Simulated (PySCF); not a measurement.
NMR data simulated for an unnamed compound:

¹H NMR (500 MHz, computed): δ 3.49 (br, 2H), 3.20 (br, 2H), 2.88 (m, 2H), 2.00 (br s, 1H), 1.64 (br s, 1H), 1.63 (br s, 1H).

¹³C{¹H} NMR (computed): δ 129.6 (C), 55.9 (CH2).

PySCF 2.14 calculation with geometry from PBE0-D3(BJ)/def2-SVP and NMR shieldings at PBE0/pcSseg-1/GIAO; no relativistic terms, a single conformation, in vacuum, one averaged value for each set of equivalent atoms.

References, each an isolated molecule treated in the same way: ¹H (σref 31.27), ¹³C (σref 184.41) vs TMS.

Question: Which of these does the molecule contain: an S-methyl group, a vinyl group CH=CH2, a Si–CH3 group, an NH or NH2 group, a CF3 group?

Answer: 
- An S-methyl group: no.
- A vinyl group CH=CH2: no.
- A Si–CH3 group: no.
- An NH or NH2 group: yes (δH 2.00 (br s)).
- A CF3 group: yes (δC 129.6).

The data belong to `FC(F)(F)C[NH+]1[BH2-][NH2+][BH2-]1`, C2H9B2F3N2; they needn't prove each group on their own.

Carbon signals by region: 1 in the sp2 and nitrile region (100–160 ppm), 1 at 50–100 ppm.

Exchangeable OH/NH protons stand at their gas-phase positions; hydrogen bonding in a real sample shifts them, mostly to higher δ. Hydrogens on boron are broadened and split by ¹¹B (spin 3/2, 80 %) and 10B (spin 3). Splittings by ¹⁹F in the carbon and heteronuclear signals aren't shown, as no couplings were computed. Shifts are as computed. Against solution values, carbons near 30 ppm lie about +2 ppm off and those near 130 ppm about +5 ppm. Of 1211 compounds with measured shifts, 218 miss one by over three times the rms of a fit or turn the order of signals round; such compounds aren't used in these exercises. Multiplicities follow the n + 1 count of equivalent neighbours, as no J values were calculated; m marks all less simple cases, F and P coupling included.
